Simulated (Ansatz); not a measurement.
The cluster Zn7Te6⁺, relaxed as a doublet with UKS PBE-D4/def2-SVP in Ansatz, starting from the GFN1-xTB geometry. Force threshold 0.03 eV/Å.

In the def2 sets Te takes a core potential; there is no spin–orbit coupling. The relaxation made no stability test and no search for a lower SCF solution. Another isomer (doublet) lies 2.64 eV lower at PBE0-D4/def2-TZVP; other spin states weren't run for this one.

Start:

```xyz
13

Zn    0.5126   -4.0664   -1.1758
Zn   -0.9748    1.0269   -1.7302
Zn    2.7104    0.3263   -1.6049
Zn    1.1002    0.4894    1.2415
Zn    0.2456   -0.8943    3.2214
Zn   -3.0050   -0.4097    0.9222
Zn   -2.0927    0.3452    3.1931
Te    3.5546    0.6434    0.6862
Te   -0.7488    2.5380    1.7315
Te   -0.6420   -1.3058   -0.3113
Te   -2.5812    2.3934   -0.2184
Te    0.8859    0.7639   -3.4960
Te    1.0352   -1.8502   -2.4594
```

(1) Estimate the energy that the relaxation releases and the steps that it takes.

(2) Does the start keep its bonding?

(3) Predict the relaxed structure.

Answers

(1) 2.42 eV, in 29 steps; 3.6 min on 2 threads of AMD EPYC 7R13 on a shared host and a share (18 GiB) of an NVIDIA H100 80GB HBM3. The force fell under the threshold at step 26, but the optimiser went on and released 0.004 eV more. No frequencies were taken in this run, so the end may be a saddle point.

(2) Bonds lost: Zn3–Te12, Zn4–Zn5, Zn4–Te10, Te10–Te13 (atoms count from 1). Bonds formed: Zn3–Te10, Zn4–Te12, Zn5–Te8, Zn6–Te9 (atoms count from 1).

(3) 
```tsv
atom	x (Å)	y (Å)	z (Å)
Zn1	2.151	-4.413	-2.458
Zn2	-1.374	0.543	-1.302
Zn3	1.095	-1.311	-0.243
Zn4	1.130	1.492	-0.055
Zn5	1.030	-0.154	2.951
Zn6	-2.853	0.533	1.195
Zn7	-1.295	0.232	3.041
Te8	2.908	-0.021	1.184
Te9	-0.706	2.768	1.332
Te10	-1.528	-1.629	0.168
Te11	-2.902	2.594	-0.458
Te12	0.760	1.138	-2.633
Te13	1.584	-1.771	-2.721
```
Bond lengths (bridged metal pairs left out): 15 × Te–Zn 2.57 to 3.11 Å; 2 × Te–Te 2.84 to 3.02 Å; 1 × Zn–Zn 2.36 Å.
